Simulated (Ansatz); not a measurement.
Program: Ansatz. Geometries: PBE0-D4/def2-TZVP. ΔE: electronic, gas phase. CCSD(T)/CBS is the MP2 limit (def2-TZVPP, def2-QZVPP) plus CCSD(T) − MP2 in def2-TZVPP, frozen cores. DFT in def2-TZVPP. B3LYP here is the variant with VWN-RPA as its local correlation; programs differ in this. HSE06 is defined as in plane-wave codes. For Se outer-core shells are correlated without core-valence functions, which leaves a few kJ/mol of doubt a bond. Scalar relativity is left out up to krypton. Each species was taken in one conformer, which may not be the lowest.

Reaction (cleavage of the Al–Si bond): `C[SiH](Cl)[Al]([F])[Cl]` + `C[SeH]` → `C[Se][Al]([F])[Cl]` + `C[SiH2]Cl`

```csv
level,ΔE (kcal/mol),difference from CCSD(T)/CBS
LDA (SPW92),-23.5,4.1
PBE-D4,-23.4,4.2
revPBE-D4,-23.8,3.8
BLYP-D4,-24.8,2.8
r2SCAN-D4,-27.0,0.6
B97M-V,-26.0,1.6
PBE0-D4,-24.9,2.7
r2SCAN0-D4,-27.5,0.1
BHLYP-D4,-27.6,0.0
CAM-B3LYP-D4,-26.2,1.4
ωB97X-V,-25.9,1.7
ωB97M-V,-27.3,0.3
B2PLYP,-27.1,0.5
PBE-QIDH,-27.3,0.3
PBE,-23.3,4.3
revPBE,-23.0,4.6
BLYP,-24.4,3.2
r2SCAN,-27.0,0.6
PBE0,-24.8,2.8
B3LYP,-25.6,2.0
r2SCAN0,-27.6,0.0
HSE06,-24.9,2.7
BHLYP,-27.4,0.2
CAM-B3LYP,-26.2,1.4
LC-ωPBE,-25.4,2.2
RPA@PBE/def2-TZVPP,-25.8,1.8
HF/def2-SVP,-28.7,-1.1
MP2/def2-SVP,-29.1,-1.5
CCSD/def2-SVP,-26.9,0.7
CCSD(T)/def2-SVP,-26.7,0.9
HF/def2-TZVPP,-29.1,-1.5
MP2/def2-TZVPP,-29.2,-1.6
CCSD/def2-TZVPP,-26.9,0.7
CCSD(T)/def2-TZVPP,-26.8,0.8
HF/def2-QZVPP,-29.1,-1.5
MP2/def2-QZVPP,-29.7,-2.1
SCS-MP2/def2-QZVPP,-29.0,-1.4
HF/CBS(def2),-29.1,-1.5
MP2/CBS(def2),-30.1,-2.5
CCSD/CBS(def2),-27.7,-0.1
CCSD(T)/CBS,-27.6,0
```

Largest T1 diagnostic among the species: 0.011.

From PBE to PBE0 (25 % exact exchange), in def2-TZVPP and without D4, ΔE moves by −1.6 kcal/mol. Leaving LDA and LC-ωPBE aside and taking each functional with its dispersion term where it has one, the values spread over 4.2 kcal/mol, from BHLYP-D4 to PBE-D4.
